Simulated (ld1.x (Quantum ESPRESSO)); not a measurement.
Reading a pseudo-wave (phosphorus (P))

Columns: radius, all-electron u(r) and pseudo u(r) of the 3s shell (level -33.96 eV) of phosphorus in the configuration [Ne] 3s2 3p1; PBE, scalar-relativistic, ultrasoft scheme, ld1.x (Quantum ESPRESSO) 7.5.

| r (bohr) | all-electron | pseudo |
| --- | --- | --- |
| 0.088 | 0.1641 | 0.0856 |
| 0.175 | -0.1277 | 0.1693 |
| 0.262 | -0.3441 | 0.2511 |
| 0.350 | -0.4108 | 0.3310 |
| 0.438 | -0.3574 | 0.4073 |
| 0.525 | -0.2330 | 0.4784 |
| 0.612 | -0.0745 | 0.5445 |
| 0.700 | 0.0946 | 0.6056 |
| 0.788 | 0.2563 | 0.6605 |
| 0.875 | 0.3998 | 0.7084 |
| 0.962 | 0.5227 | 0.7494 |
| 1.050 | 0.6246 | 0.7839 |
| 1.138 | 0.7048 | 0.8112 |
| 1.225 | 0.7640 | 0.8310 |
| 1.312 | 0.8050 | 0.8438 |
| 1.400 | 0.8298 | 0.8496 |
| 1.487 | 0.8399 | 0.8484 |
| 1.575 | 0.8378 | 0.8404 |
| 1.662 | 0.8254 | 0.8258 |
| 1.750 | 0.8046 | 0.8046 |
| 1.838 | 0.7772 | 0.7772 |
| 1.925 | 0.7453 | 0.7453 |
| 2.012 | 0.7099 | 0.7099 |
| 2.100 | 0.6718 | 0.6718 |
| 2.188 | 0.6323 | 0.6323 |
| 2.275 | 0.5929 | 0.5929 |

How many radial nodes do the two functions have?

The all-electron 3s function has n − l − 1 = 2; the pseudo-wave has 0, since the states of the same l below it are removed with the core.

At about which radius was the pseudo-wave matched?

1.75 bohr. The columns agree to 0.0005 from 1.66 bohr on; several derivatives are matched, so the curves merge somewhat inside the radius.

Is the pseudo-wave norm-conserving?

No, it belongs to an ultrasoft set: the norm inside the radius is not constrained, and the difference is carried by the augmentation charge.
